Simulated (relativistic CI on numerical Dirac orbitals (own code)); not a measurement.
**Slater and spin-orbit integrals, Pt9+**

Calculated at this level of theory: Dirac-Coulomb-Breit CI, separate exchange-only KLI orbitals for each configuration, model QED, unscaled Slater integrals (own radial code, finite nucleus).

Slater integrals F^k, G^k are unscaled and averaged over j, outside the closed core [Kr] 4d10; ζ comes from projecting the Hamiltonian with its Breit term on Σ l·s of the shell.

- 4f14 5s2 5p6 5d: ζ(5d) = 7365.5 cm⁻¹; <r>(5d) = 1.243, <r^2>(5d) = 1.737 (bohr units).
- 4f14 5s2 5p6 5f: ζ(5f) = 428.93 cm⁻¹; <r>(5f) = 1.754, <r^2>(5f) = 3.482 (bohr units).
- 4f14 5s2 5p5 5d2: ζ(5p) = 91661, F^2(5d,5d) = 85926, F^4(5d,5d) = 58578, F^2(5p,5d) = 90231, G^1(5p,5d) = 110280, G^3(5p,5d) = 69695, ζ(5d) = 7541.2 cm⁻¹; <r>(5p) = 1.028, <r^2>(5p) = 1.184, <r>(5d) = 1.238, <r^2>(5d) = 1.724 (bohr units).

Q: Give the Racah parameters of the d shell in 4f14 5s2 5p5 5d2.

A: B = F²/49 − 5F⁴/441 = 1089 cm⁻¹ and C = 35F⁴/441 = 4649 cm⁻¹.

In this model ζ of a weakly bound d, f or g electron outside closed shells comes out too small, for d by up to a factor of two or three and at times with the wrong sign; that of an outer p electron is too small as well.

Averages of the first 10 configurations, taken without configuration mixing, which lowers the lowest level and can move excited configurations by several eV; other configurations of the list can lie among them:

| Configuration | Parity | States | Average energy above the lowest level (eV) |
| --- | --- | --- | --- |
| 4f14 5s2 5p6 5d | even | 10 | 2.0 |
| 4f14 5s2 5p6 6s | even | 2 | 30.5 |
| 4f14 5s2 5p6 5f | odd | 14 | 59.0 |
| 4f14 5s2 5p5 5d2 | odd | 270 | 64.0 |
| 4f14 5s2 5p6 6p | odd | 6 | 46.6 |
| 4f14 5s2 5p6 5g | even | 18 | 89.2 |
| 4f14 5s 5p6 5d2 | even | 90 | 117.5 |
| 4f14 5s2 5p6 6d | even | 10 | 68.3 |
| 4f14 5s2 5p5 5d 5f | even | 840 | 120.8 |
| 4f14 5s2 5p6 7s | even | 2 | 77.0 |
